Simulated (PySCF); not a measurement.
CH4BrInO. Atoms are numbered in the order given.

```xyz
8

In    -0.6033     0.0059     0.3455
Br     1.5939    -0.0220    -0.8976
C     -1.0063    -1.1808     2.0994
H     -1.2211    -2.2101     1.7795
H     -1.8750    -0.7616     2.6239
H     -0.1214    -1.1740     2.7493
O     -1.9258     1.2524    -0.4975
H     -1.5656     1.6889    -1.2829
```
Charge 0, spin multiplicity 1.

Coordinates come from a B3LYP-D3(BJ)/def2-SVP optimisation. The def2 effective core potentials stand for the cores of In; spin–orbit coupling is left out. Other conformers were not sampled.

All values below come from IEF-PCM-PBE0/def2-SVP (PySCF).

The values are the electrostatic part of the solvation free energy, E(continuum) − E(gas) at the gas-phase geometry, in a cavity of scaled van der Waals radii (PySCF's table); cavitation and dispersion terms are not included. A continuum can't describe solvent molecules that bind to the metal. In vacuum the orbital gap is 6.48 eV. The dipole moment in vacuum is 2.11 D.

**Question.** Estimate the values in water (ε = 78.36), ethanol (ε = 24.85), n-hexane (ε = 1.88). (Estimate from the structure and the level; the computed values follow.)

**Answer.** 
| solvent | ε | ΔG(elec) (kcal/mol) | dipole (D) | gap (eV) |
|---|---|---|---|---|
| water | 78.36 | -9.0 | 2.81 | 6.84 |
| ethanol | 24.85 | -8.6 | 2.78 | 6.83 |
| n-hexane | 1.88 | -3.3 | 2.39 | 6.63 |
